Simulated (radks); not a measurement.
Effect of the nuclear size on neutral phosphorus, [Ne] 3s2 3p3. Calculated with a radial shooting solver on a logarithmic mesh with Libxc functionals: Dirac Kohn-Sham, exchange-only LDA, spin-unpolarised, spherical densities, finite nucleus; open shells are shared between the two j in proportion to 2j + 1; Fermi nuclear charge, rms radius 3.1889 fm. The rms radius is varied about that value; shifts are against it.

| rms radius (fm) | total energy shift (eV) | density at nucleus (e/bohr^3) | 1s1/2 shift (meV) | 2s1/2 shift (meV) |
|---|---|---|---|---|
| 2.7074 | -0.00205 | 2372 | -0.858 | -0.058 |
| 3.0231 | -0.000742 | 2368 | -0.311 | -0.021 |
| 3.1889 | 0 | 2367 | 0.000 | 0.000 |
| 3.495 | 0.00147 | 2363 | 0.617 | 0.042 |
| 3.9734 | 0.00404 | 2359 | 1.69 | 0.114 |

Slopes of the eigenvalues against <r^2> in GHz/fm^2, as finite differences over the two radii next to the reference (eigenvalue slopes, not the field-shift constants of lines): 1s1/2 72.9, 2s1/2 4.92.
